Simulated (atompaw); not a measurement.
**Reading a pseudo-wave (Ta (Z = 73))**

Columns: radius, all-electron u(r) and pseudo u(r) of the 5s shell (level -73.40 eV) of tantalum in the configuration [Kr] 4d10 4f14 5s2 5p6 5d3 6s1.75 6p0.25; PBE, scalar-relativistic, PAW (atompaw) scheme, atompaw 4.2.0.5.

```csv
r (bohr),all-electron,pseudo
0.102,0.1446,0.2600
0.204,0.2012,0.5081
0.306,-0.4852,0.7333
0.408,-0.5601,0.9262
0.510,-0.1613,1.0796
0.612,0.3379,1.1887
0.713,0.7376,1.2516
0.815,0.9928,1.2706
0.917,1.1121,1.2486
1.019,1.1296,1.1916
1.121,1.0796,1.1072
1.223,0.9902,1.0038
1.325,0.8819,0.8900
1.427,0.7686,0.7738
1.529,0.6589,0.6617
1.631,0.5576,0.5585
1.733,0.4672,0.4673
1.835,0.3883,0.3883
1.937,0.3206,0.3206
2.038,0.2638,0.2638
2.140,0.2156,0.2156
2.242,0.1757,0.1757
2.344,0.1426,0.1426
2.446,0.1155,0.1155
2.548,0.0934,0.0934
2.650,0.0753,0.0753
```

(1) How many radial nodes do the two functions have?

(2) At about which radius was the pseudo-wave matched?

(3) Where does each function peak?

(4) Is the pseudo-wave norm-conserving?

Answers

(1) The all-electron 5s function has n − l − 1 = 4 (the table is too coarse to show those close to the nucleus); the pseudo-wave has 0, since the states of the same l below it are removed with the core.

(2) 1.80 bohr, where the columns begin to agree (steps of 0.10 bohr).

(3) Outermost all-electron maximum near 1.02 bohr, pseudo maximum near 0.81 bohr (to the table’s step).

(4) No, it belongs to a PAW set: the norm inside the radius is not constrained, and the difference is carried by the augmentation charge.
